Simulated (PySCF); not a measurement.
A side-by-side comparison of computed properties.

First species: C₉H₁₃N.
SMILES: `C/N=C/[C@@H]1C[C@@H]2C=C[C@H]1C2`

Second species: C₈H₁₈S.
Geometry (GFN2-xTB, Å), atoms numbered from 1 in this order:
```
atom  x, y, z in Å
C1     2.3838   -1.3857   -0.6463
C2     1.7037   -0.9132    0.6320
C3     1.3127    0.5638    0.6039
C4     2.4844    1.4933    0.3302
S5     0.0188    0.8693   -0.6710
C6    -1.5000    0.4208    0.2719
C7    -2.0408    1.6548    0.9770
C8    -2.5205   -0.1855   -0.6864
C9    -2.0785   -1.5385   -1.2286
H10    1.7884   -1.0991   -1.5103
H11    2.4860   -2.4683   -0.6383
H12    3.3741   -0.9498   -0.7465
H13    0.8029   -1.5108    0.7951
H14    2.3654   -1.0780    1.4872
H15    0.8521    0.8308    1.5600
H16    2.8416    1.3683   -0.6883
H17    2.1785    2.5292    0.4559
H18    3.2985    1.2802    1.0208
H19   -1.1905   -0.3298    1.0043
H20   -1.2786    2.1018    1.6125
H21   -2.8963    1.3928    1.5977
H22   -2.3527    2.3950    0.2436
H23   -2.6780    0.5074   -1.5158
H24   -3.4696   -0.2970   -0.1553
H25   -1.9601   -2.2566   -0.4191
H26   -2.8169   -1.9267   -1.9257
H27   -1.1286   -1.4419   -1.7484
```

Levels: PBE0/pcSseg-1 for HOMO energy, LUMO energy and HOMO–LUMO gap. Geometries: GFN2-xTB. All species are isolated and taken at one optimised geometry, non-relativistic unless stated; the electronic structure was computed with PySCF and density fitting.

Dipoles, sizes and rotational constants follow the conformer. The torsions of the flexible species, by atom-mapped SMILES:
- `[CH3:1][CH2:2][C@@H:3]([CH3:4])[S:5][C@@H:6]([CH3:7])[CH2:8][CH3:9]`: C1–C2–C3–C4 -57°, C2–C3–S5–C6 84°, C3–S5–C6–C7 90°, S5–C6–C8–C9 68°

The conformers of `C/N=C/[C@@H]1C[C@@H]2C=C[C@H]1C2` aren't listed.

Values for the first species:

| Quantity | Value |
| --- | --- |
| HOMO energy | -6.77 eV |
| LUMO energy | 0.09 eV |
| HOMO–LUMO gap | 6.86 eV |

(1) Estimate the same properties for the second species, and the change in each.

## Answers

(1) 
| property | first | second | second less first |
| --- | --- | --- | --- |
| HOMO energy | -6.77 eV | -6.17 eV | +0.60 eV |
| LUMO energy | 0.09 eV | 1.00 eV | +0.91 eV |
| HOMO–LUMO gap | 6.86 eV | 7.17 eV | +0.31 eV |

